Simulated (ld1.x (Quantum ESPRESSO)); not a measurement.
**Before and after: PAW potential for magnesium (Mg)**

Mg (Z = 12), PAW, made with ld1.x (Quantum ESPRESSO) 7.5 (LDA (PZ), scalar-relativistic). Core [He], reference 2s2 2p6 3s1 3p0 (charge +1). Waves: 2s (bound): rcut 0.95, rcutus 1.00 bohr; 3s (bound): rcut 0.95, rcutus 1.00 bohr; 2p (bound): rcut 1.00, rcutus 1.10 bohr; 3p (bound, empty): rcut 1.00, rcutus 1.10 bohr. Local part: all-electron potential smoothed inside 0.90 bohr (lloc = -1). Core correction: a·sin(br)/r model core, default radius (ld1.x builds one for every PAW set, though the input has nlcc=.false.). Augmentation charge: BESSEL, radius 0.85 bohr.

All-electron outer shells of the reference configuration (LDA (PZ), scalar-relativistic, ld1.x):

```csv
shell,level (eV),outermost node (bohr),outermost maximum (bohr)
2s,-88.40,0.18,0.55
2p,-55.81,–,0.48
3s,-11.53,0.90,2.35
3p,-7.16,0.94,2.90
```

Change: waves 2s (bound): rcut 0.64, rcutus 0.68 bohr; 3s (bound): rcut 0.64, rcutus 0.68 bohr.

Cutoffs: the cutoffs (Ry, on a coarse ladder) from which the occupation-weighted sum of valence levels, in a spherical-Bessel basis at the reference potential, stays within 10 and 1 mRy of its value at 400 Ry; they do not see the model core or the augmentation charge, which bear on the density cutoff. Errors are all-electron minus pseudo energies relative to the spin-unpolarised reference configuration.

Question: How do hardness, ghosts and transferability respond?

Answer: The potential gets harder (70 Ry and 120 Ry → 90 Ry and 140 Ry); of the 9 tests that both files solve, the error grows in 0 and shrinks in 1 by more than 15 % and 0.3 meV (median size 0.0 → 0.0 meV); neither file shows a bound ghost. A smaller radius makes the pseudo-wave follow the all-electron one further in, where it bends more sharply, so more plane waves are needed.

```tsv
quantity	base	changed
cutoff, loose	70 Ry	90 Ry
cutoff, tight	120 Ry	140 Ry
loose cutoff by channel (10 mRy a level)	s 45 Ry, p 55 Ry	s 60 Ry, p 55 Ry
bound ghosts	none	none
error for 2s2 2p6 3s2 3p0, meV [ΔE -8.07 eV]	0.0	0.0
error for 2s2 2p6 3s0 3p0, meV [ΔE 15.05 eV]	-0.1	-0.1
error for 2s2 2p6 3s1.5 3p0, meV [ΔE -4.88 eV]	0.0	0.0
error for 2s2 2p6 3s1 3p1, meV [ΔE -4.55 eV]	0.0	0.0
error for 2s1 2p6 3s2 3p0, meV [ΔE 82.83 eV]	-11	-7.5
error for 2s2 2p5 3s2 3p0, meV [ΔE 50.57 eV]	-19	-18
error for 2s2 2p6 3s0 3p1, meV [ΔE 4.39 eV]	0.0	0.0
error for 2s2 2p6 3s1 3p0 (spin-polarised), meV [ΔE -0.32 eV]	0.0	0.0
error for 2s2 2p6 3s1.5 3p0 (spin-polarised), meV [ΔE -4.94 eV]	0.0	0.0
s: phases at 1.20 bohr within 0.05 rad from the reference energy up to (Ry; the scan ends near 5)	to the end of the scan	to the end of the scan
p: phases at 1.20 bohr within 0.05 rad from the reference energy up to (Ry; the scan ends near 5)	to the end of the scan	to the end of the scan
lowest overlap eigenvalue by channel	s 0.12, p 0.38	s 0.55, p 0.38
```
